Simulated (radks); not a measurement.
Results of a calculation; reference values are marked as such.
Question: These are the eigenvalues of the occupied orbitals of an atom or ion with whole-number occupations (eV). Code: a radial shooting solver on a logarithmic mesh with Libxc functionals. Model: scalar-relativistic Kohn-Sham, PBEsol, spin-polarised, spherical densities, point nucleus.

1s up: -8631.507
1s down: -8614.577
2s up: -1779.615
2s down: -1750.398
2p up: -1682.534

Which element is it, and in what charge state? The configuration may be excited. Open shells, if any, are filled with parallel spins first.

Answer: Z = 27, cobalt, charge +20: Co20+ in [He] 2s2 2p3. The list shows which subshells hold electrons but not how many an open one holds; the 1s level, -317.2 hartree, gives Z - s = 25.2 by -(Z - s)^2/2, which with screening and relativity narrows Z to a few neighbours, and the depths of the outer levels then fix element, charge and occupations together.
